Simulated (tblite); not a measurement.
Here is a computed GFN2-xTB geometry (Å):
```
S 
C   1  1.7737
C   2  1.4620  1  114.72
C   3  1.3620  2  128.20  1     0.46
C   4  1.4115  3  114.07  2  -179.89
C   5  1.3553  4  112.98  3    -0.03
S   6  1.7284  5  111.65  4    -0.04
C   2  1.5182  1  119.06  3  -145.81
C   8  1.4922  2   60.56  1  -108.29
H   4  1.0745  3  121.44  2     0.01
H   5  1.0784  4  123.56  3   179.95
H   6  1.0736  5  129.33  4   179.91
H   8  1.0840  2  118.34  9  -108.36
H   8  1.0806  2  116.53  9   108.75
H   9  1.0805  2  116.55  8  -108.73
H   9  1.0839  2  118.31  8   108.37
```
Z-matrix in Å and degrees, rows numbered from 1.

Charge -1, singlet.

Task: Which heavy atoms are bonded, and with what formal order?

Result: S1–C2 (single); C2–C3 (single); C3–C4 (aromatic); C4–C5 (aromatic); C5–C6 (aromatic); C6–S7 (aromatic); C2–C8 (single); C8–C9 (single); C2–C9 (single); C3–S7 (aromatic). Hydrogens: H10 on C4; H11 on C5; H12 on C6; H13, H14 on C8; H15, H16 on C9. The orders are those of one drawing; other resonance forms can be drawn.

Task: Which species is it?

Result: `[S-]C1(c2cccs2)CC1`, [C7H7S2]-. Among its features: aromatic ring with sulfur and cyclopropane ring.

Task: What is the point group of this geometry?

Result: Cs (every atom within 0.08 Å of its image).

Task: Which rings does it hold (smallest set)?

Result: C3–C4–C5–C6–S7 (5 members, 0.00 Å rms from planarity); C2–C8–C9 (3 members).

Task: Classify the heavy atoms.

Result: S1: thiolate sulfur; C2: sp3 carbon bound to sulfur; C3: substituted aromatic carbon; C4: aromatic CH carbon; C5: aromatic CH carbon; C6: aromatic CH next to a ring sulfur; S7: thiophene-type sulfur; C8/C9: three-membered-ring carbon.

Task: What is the arrangement about C5?

Result: It has 3 neighbours (C4, C6, H11) and is planar (angles 123.6°, 123.5° and 113.0°, sum 360.0°, 0.00 Å off the plane of its three neighbours).

Task: What is the arrangement about S7?

Result: It has 2 neighbours (C6, C3) and is bent (angle 91.5°).
